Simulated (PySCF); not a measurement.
Radial density of Rb⁺ (rubidium, charge +1)

B3LYP, [Kr], closed-shell 1S. All numbers are calculated (PySCF 2.14, the spin-free X2C one-electron Hamiltonian (Gaussian nucleus), in aug-cc-pVDZ-X2C (7s6p4d, 45 functions)).

| r (bohr) | 4πr²ρ (e/bohr) |
| --- | --- |
| 0.0295 | 46.20 |
| 0.0496 | 39.07 |
| 0.0834 | 44.95 |
| 0.140 | 54.48 |
| 0.236 | 32.62 |
| 0.397 | 39.34 |
| 0.667 | 20.15 |
| 1.12 | 6.759 |
| 1.89 | 4.096 |
| 3.18 | 0.4339 |
| 5.34 | 0.003479 |

Densities and radii are taken from the X2C orbitals without a picture-change correction, which distorts them close to the nucleus.
